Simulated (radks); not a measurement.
Spherical quantum dot in the effective-mass picture: electrons in a well V = -V0 / (1 + exp((r - R)/a)) with V0 = 5.83, R = 8.49, a = 0.85, all in effective atomic units (hartree* = m*/eps^2 hartree, bohr* = eps/m* bohr), one dielectric constant everywhere. Calculated with a radial shooting solver with Libxc functionals: non-relativistic Kohn-Sham, PBE, spin-polarised, spherical densities. Levels are named by radial order and angular momentum (1s, 1p, 1d, 2s, ...), and open shells are averaged over m. Results are scaled to m* = 0.286 and eps = 5.8, for which hartree* = 231.3 meV and bohr* = 1.073 nm. Each electron was tried in the lowest free levels, single moves between levels near the top were tried too, and the lowest total energy was kept; such a search can miss a lower state. The series stops at N = 12: beyond it a trial failed or the search could not be trusted, so later rows were left out. At N = 1 the Hartree and exchange-correlation terms need not cancel, so that row can carry a self-interaction error.

\begin{tabular}{lrrrrrr}
N & open shells & 2S & E (meV) & mu = E(N) - E(N-1) (meV) & addition energy mu(N+1) - mu(N) (meV) & e(HOMO) (meV) \\ \hline
1 & 1s(up 1, down 0) & 1 & -1318.77 & -1318.8 & 53.92 & -1296.7 \\
2 & none & 0 & -2583.62 & -1264.8 & 62.63 & -1244.2 \\
3 & 1p(up 1, down 0) & 1 & -3785.83 & -1202.2 & 40.09 & -1182.4 \\
4 & 1p(up 2, down 0) & 2 & -4947.96 & -1162.1 & 40.54 & -1141.8 \\
5 & 1p(up 3, down 0) & 3 & -6069.55 & -1121.6 & 49.84 & -1101.4 \\
6 & 1p(up 3, down 1) & 2 & -7141.29 & -1071.7 & 37.48 & -1053.2 \\
7 & 1p(up 3, down 2) & 1 & -8175.55 & -1034.3 & 38.13 & -1015.2 \\
8 & none & 0 & -9171.69 & -996.13 & 60.14 & -977.05 \\
9 & 1d(up 1, down 0) & 1 & -10107.7 & -936.00 & 36.66 & -917.68 \\
10 & 1d(up 2, down 0) & 2 & -11007.0 & -899.33 & 36.65 & -881.00 \\
11 & 1d(up 3, down 0) & 3 & -11869.7 & -862.68 & 36.55 & -844.39 \\
12 & 1d(up 4, down 0) & 4 & -12695.8 & -826.14 & - & -807.91 \\
\end{tabular}

All shells are closed at N = 2, 8 (there: 1s2 1p6); the second difference of the energy has clear peaks (12 % above both neighbours; the first and last values, which can be the largest, are not judged, and half-filled shells can peak too) at N = 2, 5, 8.
